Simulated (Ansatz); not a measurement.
GaH2(vinyl) (C₂H₅Ga) was relaxed with B3LYP-D4 (def2-TZVP) in Ansatz in these states: charge +1 doublet, neutral singlet. The geometries follow in no particular order.

A:

```xyz
8

Ga    1.3513   -0.1095    0.9284
H     1.3297    0.6528    2.2645
H     2.1519   -0.8795   -0.1416
C    -0.7174   -0.1409    0.2180
C    -0.8620    0.0990   -1.0706
H    -1.4073   -0.0991    1.0572
H    -0.2392   -0.3471   -1.8434
H    -1.6070    0.8244   -1.4125
```

B:

```xyz
8

Ga    1.0841   -1.0078    0.2609
H     1.3911   -2.5191   -0.0333
H     2.0959   -0.1074    1.0601
C    -0.5726   -0.1560   -0.3476
C    -0.8229    1.1294   -0.0873
H    -1.3187   -0.7152   -0.9080
H    -0.1239    1.7482    0.4667
H    -1.7329    1.6280   -0.4114
```

Judge from the bond lengths which geometry belongs to which state (an estimate).

A is the charge +1 doublet (Ga1–C4 2.187 Å, Ga1–H2 1.538 Å, Ga1–H3 1.542 Å); B is the neutral singlet (Ga1–C4 1.960 Å, Ga1–H2 1.570 Å, Ga1–H3 1.573 Å).
